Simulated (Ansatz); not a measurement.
Two structures of Al2H4ClO4, doublet, reached by relaxing down either side of one saddle point (PBE0-D4/def2-TZVP). Energies are electronic, without zero-point energy. Computed with Ansatz 0.2.0 (basis: def2-TZVPP and def2-QZVPP); correlated methods freeze the cores; orbitals are unrestricted. Extrapolation: Hartree–Fock as exp(−7.88 √X), correlation as X^−2.97. First:

```xyz
11
angstrom
Al 0.2554 -0.0710 0.8408
O 1.2314 -0.0600 -0.5399
Al -0.0524 -0.2176 -1.7410
O -1.2375 -0.0793 -0.1193
O -0.5397 -1.7748 -2.2953
Cl 0.2975 -1.0090 2.7224
H 1.1968 2.1051 0.7332
O 0.5630 1.7578 1.3790
H -2.0273 -0.6130 -0.0230
H -0.5655 -1.9707 -3.2303
H 0.8782 1.9326 2.2734
```

Second:

```
11
angstrom
Al 0.1855 0.3556 1.0890
O 1.1339 0.2632 -0.4653
Al -0.2774 -0.0365 -1.6506
O -1.2144 0.0530 -0.0406
O -0.4670 -1.6641 -2.1360
Cl 0.3895 -1.2749 2.4096
H 1.9184 0.7801 -0.6497
O 0.3351 1.9259 1.7073
H -1.9131 -0.5781 0.1433
H -0.4216 -1.9355 -3.0507
H 0.3310 2.1113 2.6438
```

**Question.** Which bonds change from the first to the second?

**Answer.** Al₂H₄ClO₄ ([OH][Al]1[O][Al]([OH2])([Cl])[OH]1) → Al₂H₄ClO₄ ([OH][Al]1[OH][Al]([OH])([Cl])[OH]1); bonds formed: O2–H7; dative contacts that become bonds: Al1–O8; bonds broken: H7–O8.

**Question.** Give the saddle point's structure and its height above each. (Judge from chemistry; the value comes from the calculation.)

**Answer.** The calculation gives: 25.1 kJ/mol above the first and 139.6 kJ/mol above the second (CCSD(T) at an estimated basis limit (MP2 extrapolated from triple and quadruple zeta, plus CCSD(T) − MP2 in triple zeta)).
Al1  (0.093, -0.010, 1.013)
O2  (1.095, 0.259, -0.404)
Al3  (-0.179, -0.015, -1.636)
O4  (-1.334, -0.124, -0.034)
O5  (-0.378, -1.623, -2.210)
Cl6  (0.198, -1.183, 2.733)
H7  (1.113, 1.426, 0.348)
O8  (0.587, 1.762, 1.289)
H9  (-2.095, -0.703, 0.029)
H10  (-0.258, -1.845, -3.132)
H11  (1.158, 2.055, 2.003)
(Å)

No T1 diagnostic of these runs exceeds 0.014. ⟨S²⟩ of the unrestricted Hartree–Fock references: 0.75 (a pure state has 0.75).

Labels in which every atom is bracketed show which atoms are joined, not bond orders.

For scale, one of the runs: CCSD(T)/def2-TZVPP, 306 basis functions, launched by `ansatz run in.yaml --threads 4 --pin off --events-out ev --progress --plain --max-ram 66560MiB --backend cuda --devices 0, --max-vram 37GiB`. The run took 30 s on 4 CPU threads of an AMD EPYC 7R13 and a share of one NVIDIA H100 (shared host), with 0.87 GiB of host memory at its peak.
